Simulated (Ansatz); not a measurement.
Al₁₀Sb₉Cl₃⁻. The state is a doublet with charge -1. Geometry PBE-D4/def2-SVP, that of the neutral singlet.

```xyz
22

Al    1.075   -4.064    0.888
Al   -2.709   -1.170    0.061
Al    2.908   -2.739    1.980
Al    0.460   -1.065    0.536
Al    0.919    1.864    2.438
Al    2.553    0.108   -0.858
Al   -0.663    3.392   -0.322
Al    0.548   -1.676   -2.236
Al   -0.105    0.899   -1.254
Al   -2.941    2.296   -0.785
Sb    3.409   -3.779   -0.452
Sb   -0.930   -3.195   -0.576
Sb   -3.512    0.052   -2.181
Sb    3.197   -1.820   -2.602
Sb    2.719   -0.121    1.805
Sb   -1.361    0.880    1.323
Sb    1.515    4.083    1.067
Sb    1.939    2.707   -1.476
Sb   -0.978    0.078   -3.599
Cl   -4.154   -1.938    1.440
Cl    0.726    2.043    4.564
Cl   -4.616    3.166    0.237
```

In the def2 sets Sb takes a core potential; there is no spin–orbit coupling. B3LYP takes the VWN-RPA correlation. Single mean-field runs in def2-SVP are fitted with def2-universal-jkfit.

Estimate the α-spin orbital energies around the gap (eV) in Ansatz with PBE-D4/def2-SVP, B3LYP-D4/def2-SVP, PBE0-D4/def2-SVP.


```csv
orbital,PBE-D4/def2-SVP,B3LYP-D4/def2-SVP,PBE0-D4/def2-SVP
HOMO−5,-3.01,-3.52,-3.82
HOMO−4,-2.76,-3.28,-3.58
HOMO−3,-2.67,-3.19,-3.48
HOMO−2,-2.58,-3.08,-3.35
HOMO−1,-2.28,-2.77,-3.05
HOMO,-1.40,-1.81,-2.11
LUMO,-1.23,-0.84,-0.85
LUMO+1,-0.82,-0.34,-0.38
LUMO+2,-0.65,-0.17,-0.21
LUMO+3,-0.42,0.06,0.06
LUMO+4,-0.07,0.43,0.45
LUMO+5,0.06,0.62,0.57
β HOMO,-2.21,-2.69,-2.95
β LUMO,-1.14,-0.74,-0.75
```
